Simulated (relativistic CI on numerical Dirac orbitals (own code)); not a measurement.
# d3 in a ligand field

Computed with a parametric ligand-field model of a d^n configuration (Racah B and C, spin-orbit zeta, crystal field), exact diagonalisation.

Field parameters in Wybourne normalisation: Oh B⁴₀ = 21Dq, B⁴₄ = √(5/14) B⁴₀. The field is a parameter set, without covalency.

B = 320 cm⁻¹, C = 1360 cm⁻¹ (C/B = 4.25), Oh, no spin-orbit coupling. Tanabe-Sugano data, E/B above the lowest term (Δ = |10Dq|; b, c mark the second and third term of a kind):

| Δ/B | 4A2 | 4T2 | 4T1 | 4T1(b) | 2E | 2T1 | 2T2 |
| --- | --- | --- | --- | --- | --- | --- | --- |
| 1.0 | 0.00 | 1.00 | 1.79 | 16.21 | 17.65 | 17.72 | 18.10 |
| 3.0 | 0.00 | 3.00 | 5.29 | 18.71 | 18.50 | 18.95 | 20.57 |
| 5.0 | 0.00 | 5.00 | 8.68 | 21.32 | 18.91 | 19.60 | 22.74 |
| 7.0 | 0.00 | 7.00 | 11.92 | 24.08 | 19.16 | 19.99 | 24.52 |
| 9.0 | 0.00 | 9.00 | 15.00 | 27.00 | 19.35 | 20.24 | 25.83 |
| 11.0 | 0.00 | 11.00 | 17.92 | 30.08 | 19.50 | 20.43 | 26.79 |
| 13.0 | 0.00 | 13.00 | 20.68 | 33.32 | 19.62 | 20.57 | 27.55 |
| 15.0 | 0.00 | 15.00 | 23.29 | 36.71 | 19.73 | 20.68 | 28.19 |
| 17.0 | 0.00 | 17.00 | 25.79 | 40.21 | 19.83 | 20.77 | 28.75 |
| 19.0 | 0.00 | 19.00 | 28.19 | 43.81 | 19.91 | 20.85 | 29.24 |
| 21.0 | 0.00 | 21.00 | 30.51 | 47.49 | 19.99 | 20.91 | 29.68 |
| 23.0 | 0.00 | 23.00 | 32.78 | 51.22 | 20.06 | 20.97 | 30.07 |
| 25.0 | 0.00 | 25.00 | 35.00 | 55.00 | 20.12 | 21.02 | 30.42 |
| 27.0 | 0.00 | 27.00 | 37.18 | 58.82 | 20.18 | 21.06 | 30.73 |
| 29.0 | 0.00 | 29.00 | 39.34 | 62.66 | 20.23 | 21.10 | 31.02 |
| 31.0 | 0.00 | 31.00 | 41.47 | 66.53 | 20.28 | 21.13 | 31.28 |
| 33.0 | 0.00 | 33.00 | 43.58 | 70.42 | 20.33 | 21.16 | 31.52 |
| 35.0 | 0.00 | 35.00 | 45.68 | 74.32 | 20.37 | 21.19 | 31.74 |
| 37.0 | 0.00 | 37.00 | 47.77 | 78.23 | 20.42 | 21.21 | 31.94 |
| 39.0 | 0.00 | 39.00 | 49.84 | 82.16 | 20.45 | 21.24 | 32.12 |
| 41.0 | 0.00 | 41.00 | 51.91 | 86.09 | 20.49 | 21.26 | 32.29 |
| 43.0 | 0.00 | 43.00 | 53.97 | 90.03 | 20.53 | 21.28 | 32.45 |
| 45.0 | 0.00 | 45.00 | 56.03 | 93.97 | 20.56 | 21.30 | 32.59 |
| 47.0 | 0.00 | 47.00 | 58.08 | 97.92 | 20.59 | 21.31 | 32.73 |

The ground term stays 4A2.
